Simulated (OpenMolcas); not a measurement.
Computed levels of 5s2 5p in ions with 49 electrons, in cm-1 above 2P* 1/2.

```json
{
  "Program": "OpenMolcas",
  "Method": "SS-CASPT2, IPEA 0.25 Eh, imaginary shift 0.1 Eh",
  "Basis": "ANO-R2",
  "Scalar Hamiltonian": "X2C, finite nucleus",
  "Spin-orbit coupling": "RASSI with atomic mean-field integrals over the reference wave functions, term energies averaged over their components"
}
```

Active space for each ion: 1 electron in 3 orbitals (5p); closed shells correlated by CASPT2: 4d 5s.

```tsv
Level	In	Sn+	Sb2+	Te3+	Xe5+
2P* 3/2	1877	3669	5751	8195	14143
```

Problem. Estimate 2P* 3/2 for I4+ from its neighbours Te3+ and Xe5+.

Solution. 2P* 3/2 is fine structure, which grows about as the fourth power of a screened charge, so the fourth roots are averaged: ((8195^0.25 + 14143^0.25) / 2)^4 = 10866. The calculation gives 10965, so the estimate is off by -0.9 %.

With one active electron, CASPT2 adds the correlation within the correlated inactive shells and between them and that electron, and leaves the splitting within a term as the reference gives it. Only configurations of the active space appear.

* marks odd parity.
